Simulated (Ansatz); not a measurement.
The cluster Cu₂Pt⁺. Total charge 1; doublet. Geometry r2SCAN-D4/def2-TZVP, that of the neutral singlet; atoms count from 1.

Cartesian coordinates in Å:
```
Pt -1.0260 -0.7153 -0.5061
Cu 1.1960 -0.6320 0.2672
Cu -0.1700 1.3473 0.2389
```

In the def2 sets Pt takes a core potential; there is no spin–orbit coupling. The structure comes from a short search, and lower isomers may exist.

Problem. Estimate the Mulliken populations from the PBE0/def2-TZVP orbitals of Ansatz.

Solution. 
```csv
atom,charge (e),spin (α − β),d electrons
Pt1,0.33,1.03,8.80
Cu2,0.34,-0.02,9.92
Cu3,0.34,-0.02,9.92
```
Mulliken values depend strongly on the basis.

Problem. Where does the spin sit?

Solution. Summed by element: Pt 1.03, Cu -0.03, of 1 unpaired in all. Largest on single atoms: Pt1 1.03, Cu2 -0.02, Cu3 -0.02.

Problem. And the Mayer bond orders between heavy atoms (over 0.3)?

Solution. Pt1–Cu2 0.78 (2.35 Å); Pt1–Cu3 0.78 (2.35 Å); Cu2–Cu3 0.41 (2.41 Å).
